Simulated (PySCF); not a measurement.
**Ionisation energy of Ga²⁺ by level of theory**

Ga²⁺ [Ar] 3d10 4s1 (2S) → Ga³⁺ [Ar] 3d10 (1S), as a difference of total energies. All numbers are calculated (PySCF 2.14, the spin-free X2C one-electron Hamiltonian (Gaussian nucleus), in x2c-QZVPPall with one added diffuse shell each of s, p, d, f type (12s8p6d5f1g, 110 functions)). Correlated levels: valence and next inner shell: [Ne] frozen. The calculations carry no spin-orbit coupling.

```json
{"method": "UHF", "ionisation energy (eV)": "29.633"}
{"method": "LDA", "ionisation energy (eV)": "31.931"}
{"method": "PBE", "ionisation energy (eV)": "31.609"}
{"method": "PBE0", "ionisation energy (eV)": "31.203"}
{"method": "r2SCAN", "ionisation energy (eV)": "31.321"}
{"method": "r2SCANh", "ionisation energy (eV)": "31.218"}
{"method": "LC-wPBE", "ionisation energy (eV)": "31.221"}
{"method": "M06-L", "ionisation energy (eV)": "30.504"}
{"method": "MP2 (valence and next inner shell)", "ionisation energy (eV)": "30.691"}
{"method": "SCS-MP2 (valence and next inner shell)", "ionisation energy (eV)": "30.491"}
```

Task: How much does correlation contribute at MP2 (valence and next inner shell)?

Result: 30.691 − (29.633) = 1.058 eV, measured against UHF.

Errors of the correlated levels include the incompleteness of this basis and the frozen core.

For comparison: 30.726 eV (measured; NIST Atomic Spectra Database, ionization energies).
